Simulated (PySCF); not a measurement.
M06-L on Pb- (lead, charge -1), [Xe] 4f14 5d10 6s2 6p3, high-spin 4S determinant. Calculation: PySCF 2.14, in aug-cc-pVTZ-PP with one added diffuse shell each of d, f type with ECP60MDF (6s5p5d3f, 67 functions); scalar relativity through the core potential.

```
cycle= 1 E= -192.983274406875  delta_E= -0.00946  |g|= 0.0115  |ddm|= 0.669
cycle= 2 E= -192.983449570832  delta_E= -0.000175  |g|= 0.00826  |ddm|= 0.0928
cycle= 3 E= -192.983499564992  delta_E= -5e-05  |g|= 0.00257  |ddm|= 0.0364
cycle= 4 E= -192.983528977041  delta_E= -2.94e-05  |g|= 0.0019  |ddm|= 0.0373
cycle= 5 E= -192.983539757428  delta_E= -1.08e-05  |g|= 0.000638  |ddm|= 0.0371
cycle= 6 E= -192.983540796621  delta_E= -1.04e-06  |g|= 0.000152  |ddm|= 0.0106
cycle= 7 E= -192.983540866373  delta_E= -6.98e-08  |g|= 1.61e-05  |ddm|= 0.00321
cycle= 8 E= -192.983540867486  delta_E= -1.11e-09  |g|= 2.54e-06  |ddm|= 0.000483
cycle= 9 E= -192.983540867534  delta_E= -4.78e-11  |g|= 8.38e-07  |ddm|= 0.000104
converged SCF energy = -192.983540867534  <S^2> = 3.7519449  2S+1 = 4.0009723
```

Highest occupied orbital energy: 1.060 eV; ⟨L²⟩ = 0.00; populations by l: s 4.00, p 9.00, d 10.00, f 0.00.

(1) Can this result be used?

## Answers

(1) With care. The run converged. Energies and moments cover only the electrons outside the core potential. Spin-orbit coupling, which splits the p, d and f shells strongly at this Z, is absent. Spin-orbit coupling is strong in this species (close to jj coupling), so the high-spin LS determinant is a model state, not a physical level. At M06-L the highest occupied level has a positive energy, so only the finite basis holds that electron; in a semilocal or global hybrid functional this comes from self-interaction and does not mean that the real anion is unbound.
